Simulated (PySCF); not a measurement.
Species: C7H11P.
Numbering: `[CH3:1][CH:2]1[CH:3]=[CH:4][P:5]([CH3:6])[CH:7]=[CH:8]1`

Geometry (GFN2-xTB, Å), atoms numbered from 1 in this order:
```
atom  x, y, z in Å
C1    -2.388   -0.423    0.248
C2    -1.443    0.465   -0.578
C3    -0.656    1.356    0.341
C4     0.433    0.954    0.980
P5     1.060   -0.741    0.833
C6     2.858   -0.351    0.571
C7     0.571   -0.958   -0.900
C8    -0.527   -0.404   -1.394
H9    -1.800   -1.042    0.923
H10   -2.969   -1.069   -0.406
H11   -3.069    0.189    0.834
H12   -2.048    1.084   -1.250
H13   -1.027    2.366    0.462
H14    0.968    1.605    1.659
H15    3.378   -1.261    0.276
H16    3.281    0.001    1.511
H17    2.985    0.410   -0.197
H18    1.198   -1.607   -1.497
H19   -0.813   -0.564   -2.425
```

Probes without a nucleus sit at each ring's centroid and 1 Å off its mean plane on both sides; NICS is minus the shielding there, NICSzz its component along the normal. Level: GIAO PBE0/pcSseg-1 (PySCF, non-relativistic, gas phase) on the GFN2-xTB geometry, one conformer.

Ring bond lengths (Å), with Mayer bond orders in brackets: C2–C3 1.503 (1.02), C3–C4 1.325 (1.89), C4–P5 1.813 (0.95), P5–C7 1.813 (0.95), C7–C8 1.325 (1.89), C8–C2 1.503 (1.02).

Question: Give the NICS values of each ring in ppm.

Answer: 
| ring | type | NICS(0) | NICS(1), two faces | NICS(1)zz, two faces | rms pucker (Å) | centre to ring atoms, mean (Å) |
| --- | --- | --- | --- | --- | --- | --- |
| C2–C3–C4–P5–C7–C8 | 6-membered ring with P; formal bonds 2 double, 4 single | -2.7 | -5.1 / -2.7 | -6.5 / -4.8 | 0.24 | 1.51 |

Question: What can be read from them?

Answer: 
- C2–C3–C4–P5–C7–C8: mean NICS(1)zz -5.6 ppm, shielded. C2 has four or more neighbours; no verdict on aromaticity is drawn.

Question: How shielded are the nuclei of the rings and their hydrogens (means over atoms taken as equivalent)?

Answer: 
```csv
atoms,environment,σ isotropic (ppm),"principal values of the symmetric part, first atom (ppm)"
C2,allylic carbon,148.5,"133.6, 152.7, 159.2"
C3 (×2),alkene CH carbon,43.7,"-67.4, 36.7, 162.1"
C4 (×2),alkene CH carbon,47.8,"-67.7, 54.6, 156.4"
P5,phosphine phosphorus,404.0,"274.2, 439.6, 498.1"
H12,methine hydrogen,28.55,"24.9, 26.1, 34.7"
H13 (×2),vinylic hydrogen,24.96,"22.2, 25.7, 26.9"
H14 (×2),vinylic hydrogen,25.27,"23.4, 24.5, 27.9"
```

The run took 37 s (grids of density and orbitals included) on Arm Neoverse V2, one thread, no GPU (shared host). This is the whole shielding run at PBE0/pcSseg-1, SCF included.
